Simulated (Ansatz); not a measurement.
# Ligand exchange: C2H2F3I + BH(CH3)(OH) → C2H3F3O + BH(CH3)I

Species: C2H2F3I (1,1,1-trifluoro-2-iodoethane) `FC(F)(F)CI`, singlet; BH(CH3)(OH), singlet; C2H3F3O (2,2,2-trifluoroethanol) `OCC(F)(F)F`, singlet; BH(CH3)I, singlet. The partners trade I for OH: C–I and B–OH bonds give way to C–OH and B–I.

Shapes, held fixed at every level: PBE0-D4/def2-TZVP. Flexible molecules stand in one conformer, not always the lowest. Programs: Ansatz 0.2.0. The zero-point and thermal change to 298 K, harmonic and unscaled (PBE0-D4/def2-TZVP), is +0.1 kJ/mol.

| level | kind | ΔH(298 K) (kJ/mol) | less CCSD(T)/def2-TZVPP |
| --- | --- | --- | --- |
| HF/def2-SVP | Hartree–Fock | +84.4 | -15.5 |
| HF/def2-TZVPP | Hartree–Fock | +89.9 | -10.0 |
| wB97M-V/def2-TZVPP | range-separated hybrid | +102.1 | +2.2 |
| B2PLYP/def2-TZVPP | double hybrid | +101.4 | +1.5 |
| CCSD(T)/def2-SVP | coupled cluster or CI | +98.6 | -1.3 |
| CCSD/def2-SVP | coupled cluster or CI | +97.5 | -2.4 |
| CCSD(T)/def2-TZVPP | coupled cluster or CI | +99.9 | 0.0 |

The highest level, CCSD(T)/def2-TZVPP, gives ΔH(298 K) = +99.9 kJ/mol; the levels span +84.4 to +102.1. The column of differences is taken from that level and isn't an error. No measured value is set beside it here. For atoms past krypton def2 sets carry core potentials with scalar relativity. Outer-core shells of I are correlated, in sets that cover them unevenly.
